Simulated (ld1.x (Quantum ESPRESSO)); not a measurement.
Ni (Z = 28): one change to a TM potential, before and after

```json
{"Element": "nickel (Ni)", "Generator": "ld1.x (Quantum ESPRESSO) 7.5", "Type": "norm-conserving Troullier–Martins (Kleinman–Bylander form)", "Functional": "PBEsol", "Relativity": "scalar-relativistic", "Frozen core": "[Ne] 3s2", "Valence charge": "16", "Reference configuration": "3p6 3d8 4s2 4p0", "Partial waves": "4s (bound): rc 2.25 bohr; 3p (bound): rc 1.25 bohr; 3d (bound): rc 1.25 bohr", "Local potential": "the d channel", "Core correction": "Bessel-smoothed model core inside 0.95 bohr"}
```

All-electron outer shells of the reference configuration (PBEsol, scalar-relativistic, ld1.x):

| shell | level (eV) | outermost node (bohr) | outermost maximum (bohr) |
| --- | --- | --- | --- |
| 2p | -844.17 | – | 0.16 |
| 3s | -110.78 | 0.30 | 0.64 |
| 3p | -71.25 | 0.27 | 0.65 |
| 3d | -8.90 | – | 0.63 |
| 4s | -5.66 | 0.92 | 2.24 |
| 4p | -1.19 | 1.00 | 3.14 |

Change: all radii but the core radius scaled by about 0.88 (s 1.98, p 1.10, d 1.10 bohr).

Cutoffs: the cutoffs (Ry, on a coarse ladder) from which the occupation-weighted sum of valence levels, in a spherical-Bessel basis at the reference potential, stays within 10 and 1 mRy of its value at 400 Ry; they do not see the model core or the augmentation charge, which bear on the density cutoff. Errors are all-electron minus pseudo energies relative to the spin-unpolarised reference configuration.

Question: How do hardness, ghosts and transferability respond?

Answer: The potential gets harder (160 Ry and 260 Ry → 180 Ry and 300 Ry); both files keep a bound ghost (s); the number of tests that count goes from 7 to 6; of the 6 tests that both files solve, the error grows in 1 and shrinks in 1 by more than 15 % and 0.3 meV (median size 47.1 → 49.7 meV). A smaller radius makes the pseudo-wave follow the all-electron one further in, where it bends more sharply, so more plane waves are needed.

| quantity | base | changed |
| --- | --- | --- |
| cutoff, loose | 160 Ry | 180 Ry |
| cutoff, tight | 260 Ry | 300 Ry |
| loose cutoff by channel (10 mRy a level) | s 6 Ry, p 70 Ry, d 140 Ry | s 8 Ry, p 70 Ry, d 160 Ry |
| bound ghosts | s | s |
| tests counted (converged, no solver errors) | 7 of 7 | 6 of 7 |
| error for 3p6 3d8 4s1 4p0, meV [ΔE 9.34 eV] | -5.1 | -5.8 |
| error for 3p6 3d8 4s0 4p0, meV [ΔE 26.60 eV] | -42 | -45 |
| error for 3p6 3d7 4s0 4p0, meV [ΔE 64.03 eV] | -5.3 | +37 |
| error for 3p6 3d9 4s1 4p0, meV [ΔE -1.61 eV] | -53 | -54 |
| error for 3p6 3d9 4s0 4p0, meV [ΔE 6.26 eV] | -117 | -129 |
| error for 3p6 3d8 4s0 4p2, meV [ΔE 9.54 eV] | -214 | -107 |

Changed file: Tests not counted: 3p5 3d8 4s2 4p0 (solver errors, printed error -2892 eV). A true bound ghost makes a file unfit for plane-wave use even where its test errors are small: the radial tests pick states by their node count and pass the ghost by. Where a test does run into it, the solver fails or the error is huge.
